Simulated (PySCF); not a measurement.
Chain-length series, n-germane methyl/methyl (end groups after the name). All species are isolated molecules in the gas phase. One relaxed conformer stands for each flexible species; it need not be the lowest. Strings in code marks are SMILES.

The S1–T1 gap (TDA) from two functionals at the same geometries (PBE0-D3(BJ)/def2-SVP), both in PySCF: PBE-D3(BJ)/def2-TZVP and PBE0-D4/def2-TZVP. Excitations are Tamm–Dancoff values on a coarser integration grid. The basis has no diffuse functions, so Rydberg states are missing or too high.

```csv
species,PBE-D3(BJ)/def2-TZVP (eV)
n = 1 (`[CH3][GeH2][CH3]`),0.23
n = 2 (`[CH3][GeH2][GeH2][CH3]` (C–Ge–Ge–C torsion 179°)),0.55
"n = 3 (`[CH3][GeH2][GeH2][GeH2][CH3]` (C–Ge–Ge–Ge torsion 180°, Ge–Ge–Ge–C torsion 180°))",0.70
n = 4 (`[CH3][GeH2][GeH2][GeH2][GeH2][CH3]`),0.81
n = 5 (`[CH3][GeH2][GeH2][GeH2][GeH2][GeH2][CH3]`),0.78
n = 6 (`[CH3][GeH2][GeH2][GeH2][GeH2][GeH2][GeH2][CH3]`),0.76
```

Question: What does PBE0-D4/def2-TZVP give for each?

Answer: 
- n = 1 (`[CH3][GeH2][CH3]`): 0.43
- n = 2 (`[CH3][GeH2][GeH2][CH3]` (C–Ge–Ge–C torsion 179°)): 0.71
- n = 3 (`[CH3][GeH2][GeH2][GeH2][CH3]` (C–Ge–Ge–Ge torsion 180°, Ge–Ge–Ge–C torsion 180°)): 0.89
- n = 4 (`[CH3][GeH2][GeH2][GeH2][GeH2][CH3]`): 0.96
- n = 5 (`[CH3][GeH2][GeH2][GeH2][GeH2][GeH2][CH3]`): 0.92
- n = 6 (`[CH3][GeH2][GeH2][GeH2][GeH2][GeH2][GeH2][CH3]`): 0.86
Over these rows, drawn at random from the members with no instability flagged (it was tested for open shells, ions and some series alone), PBE minus PBE0-D4: mean -0.16 eV, from -0.20 eV to -0.10 eV.
